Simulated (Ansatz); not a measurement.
`C[C](=S)[ZnH]` + `O[SiH2]O` → `O[SiH2][O][ZnH]` + `CC=S`  (ligand exchange at a Zn–C bond)

Calculated with Ansatz (gas phase, PBE0-D4/def2-TZVP geometries, no zero-point term in ΔE). CCSD(T)/CBS adds triple-zeta CCSD(T) − MP2 to the extrapolated MP2 energy (def2 sets, frozen cores). DFT in def2-TZVPP. For Zn outer-core shells are correlated without core-valence functions, which leaves a few kJ/mol of doubt a bond. Scalar relativity is left out up to krypton. One conformer a species, not always the lowest.

`C[C](=S)[ZnH]`:

```xyz
8

C     0.210   -0.786   -0.944
C    -0.113    0.372   -0.081
S    -0.560    1.829   -0.667
Zn   -0.172    0.731    1.827
H     1.229   -1.129   -0.731
H    -0.443   -1.628   -0.687
H     0.114   -0.557   -2.009
H    -0.265    1.167    3.291
```

`O[SiH2]O`:

Z-matrix (Å, degrees):
```
Si
O 1 1.642
O 1 1.642 2 113.5
H 1 1.481 2 111.5 3 116.9
H 1 1.481 2 103.8 3 -121.2
H 2 0.958 1 117.7 3 -66.0
H 3 0.958 1 117.7 2 -66.0
```

`O[SiH2][O][ZnH]`:

Cartesian coordinates in Å:
```
O -1.095 0.668 -0.463
Si 0.563 0.682 -0.437
O 0.993 -0.609 0.422
Zn -0.098 -1.799 1.183
H -1.559 1.363 -0.932
H 1.043 1.943 0.194
H 1.087 0.610 -1.829
H -0.935 -2.858 1.862
```

`CC=S`:

```xyz
7

C    -0.208    0.122    0.629
C     0.203   -0.198   -0.759
S     1.347    0.549   -1.607
H    -0.086   -0.763    1.264
H    -1.277    0.365    0.651
H     0.366    0.951    1.040
H    -0.345   -1.026   -1.219
```

```json
{"level": "PBE-D4", "ΔE (kJ/mol)": "-66.3", "difference from CCSD(T)/CBS": "14.5"}
{"level": "revPBE-D4", "ΔE (kJ/mol)": "-67.6", "difference from CCSD(T)/CBS": "13.2"}
{"level": "BHLYP-D4", "ΔE (kJ/mol)": "-86.4", "difference from CCSD(T)/CBS": "-5.6"}
{"level": "CAM-B3LYP-D4", "ΔE (kJ/mol)": "-84.4", "difference from CCSD(T)/CBS": "-3.6"}
{"level": "ωB97M-V", "ΔE (kJ/mol)": "-77.0", "difference from CCSD(T)/CBS": "3.8"}
{"level": "PBE", "ΔE (kJ/mol)": "-66.9", "difference from CCSD(T)/CBS": "13.9"}
{"level": "PBE0", "ΔE (kJ/mol)": "-72.5", "difference from CCSD(T)/CBS": "8.3"}
{"level": "CAM-B3LYP", "ΔE (kJ/mol)": "-85.0", "difference from CCSD(T)/CBS": "-4.2"}
{"level": "CCSD(T)/def2-TZVPP", "ΔE (kJ/mol)": "-81.5", "difference from CCSD(T)/CBS": "-0.7"}
{"level": "SCS-MP2/def2-QZVPP", "ΔE (kJ/mol)": "-87.4", "difference from CCSD(T)/CBS": "-6.6"}
{"level": "CCSD(T)/CBS", "ΔE (kJ/mol)": "-80.8", "difference from CCSD(T)/CBS": "0"}
```

Largest T1 diagnostic among the species: 0.019.

At CCSD(T), def2-SVP lies −14.6 kJ/mol from the extrapolated value and def2-TZVPP −0.7 kJ/mol. Leaving LDA and LC-ωPBE aside and taking each functional with its dispersion term where it has one, the values spread over 20.2 kJ/mol, from BHLYP-D4 to PBE-D4. LDA lies +4.9 kJ/mol from PBE without D4. From BLYP to BHLYP (50 % exact exchange), in def2-TZVPP and without D4, ΔE moves by −10.3 kJ/mol.

CCSD(T)/CBS has its own doubt, a few kJ/mol and more with outer-core shells, so smaller differences from it don't rank the levels.
